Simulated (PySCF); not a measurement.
Frontier orbitals and the lowest excitations

Species: 2-propylpyridine, C8H11N.
Atom-mapped SMILES: `[CH3:1][CH2:2][CH2:3][c:4]1[cH:5][cH:6][cH:7][cH:8][n:9]1` (hydrogens: H10, H11, H12 on C1; H13, H14 on C2; H15, H16 on C3; H17 on C5; H18 on C6; H19 on C7; H20 on C8)

Cartesian coordinates in Å at the PBE0-D3(BJ)/def2-SVP level; atoms count from 1:
```
atom  x, y, z in Å
C1    -2.281    1.094    0.040
C2    -2.027   -0.283   -0.553
C3    -0.985   -1.108    0.211
C4     0.380   -0.478    0.217
C5     1.259   -0.653   -0.862
C6     2.497   -0.021   -0.839
C7     2.825    0.769    0.261
C8     1.887    0.882    1.285
N9     0.700    0.280    1.269
H10   -1.369    1.708    0.047
H11   -2.626    1.019    1.083
H12   -3.050    1.635   -0.533
H13   -2.969   -0.856   -0.579
H14   -1.704   -0.183   -1.604
H15   -1.302   -1.227    1.259
H16   -0.922   -2.113   -0.237
H17    0.967   -1.283   -1.706
H18    3.200   -0.146   -1.666
H19    3.786    1.283    0.328
H20    2.108    1.493    2.168
```

Computed, not measured: TDDFT PBE0/def2-SVPD, vertical, gas phase, core orbitals frozen in the response (PySCF 2.14.0, density-fitted response routines).

Frontier orbitals with the atoms that hold most of them (Löwdin shares over 4%, at most four atoms; ? is withheld):

```json
{"orbital": "HOMO-3", "ε (eV)": "-9.19", "atoms": "C2 24%, C1 16%, H14 12%, C3 9%"}
{"orbital": "HOMO-2", "ε (eV)": "-8.26", "atoms": "C6 27%, N9 25%, C5 15%, C7 11%"}
{"orbital": "HOMO-1", "ε (eV)": "-7.34", "atoms": "C7 20%, C5 18%, C4 17%, C8 17%"}
{"orbital": "HOMO", "ε (eV)": "-7.26", "atoms": "?"}
{"orbital": "LUMO", "ε (eV)": "?", "atoms": "?"}
{"orbital": "LUMO+1", "ε (eV)": "-0.46", "atoms": "C4 19%, C7 19%, C8 16%, C5 16%"}
{"orbital": "LUMO+2", "ε (eV)": "0.78", "atoms": "C6 11%, C5 10%, H17 10%, H18 7%"}
```

Question: Which atoms hold the LUMO, and with what shares?

Answer: C6 (bonded to 2 C and H) 25%; N9 (bonded to 2 C) 22%; C8 (bonded to C, N and H) 12%; C5 (bonded to 2 C and H) 12%. By element: carbon 49% or more, nitrogen 22%.

Question: Which atoms hold the HOMO, and with what shares?

Answer: N9 (bonded to 2 C) 55%; C8 (bonded to C, N and H) 11%; C4 (bonded to 2 C and N) 10%; C5 (bonded to 2 C and H) 6%. By element: nitrogen 55%, carbon 26% or more.

Question: What is the LUMO energy, and the HOMO–LUMO gap?

Answer: ε(LUMO) = -0.76 eV; the gap is 6.50 eV (0.2388 hartree).

Question: The HOMO–LUMO gap is 6.50 eV. Where does the response calculation put the lowest singlet, and from which orbitals?

Answer: S1 is at 4.83 eV (f = 0.0042), 1.67 eV below the gap, made of HOMO→LUMO (95%). Without the coupling terms of the response equations the lowest excitation would equal the gap.

Question: One configuration dominates each of S1, S2, S3 and S4. Which, and how do the shares of the two leading atoms of either orbital change from the occupied to the empty one?

Answer: 
- S1 (4.83 eV, f 0.0042), HOMO→LUMO (95%): N9 55% → 22%, C8 11% → 12%, C6 at most 6% → 25%
- S2 (5.11 eV, f 0.0003), HOMO→LUMO+1 (95%): N9 55% → at most 16%, C8 11% → 16%, C4 10% → 19%, C7 at most 6% → 19%
- S3 (5.47 eV, f 0.058), HOMO-1→LUMO (76%): C7 20% → at most 13%, C5 18% → 12%, C6 at most 17% → 25%, N9 at most 17% → 22%
- S4 (6.20 eV, f 0.087), HOMO-1→LUMO+1 (76%): C7 20% → 19%, C5 18% → 16%, C4 17% → 19%

Löwdin shares depend on the basis, the more so with diffuse functions.

One conformer stands for the species.
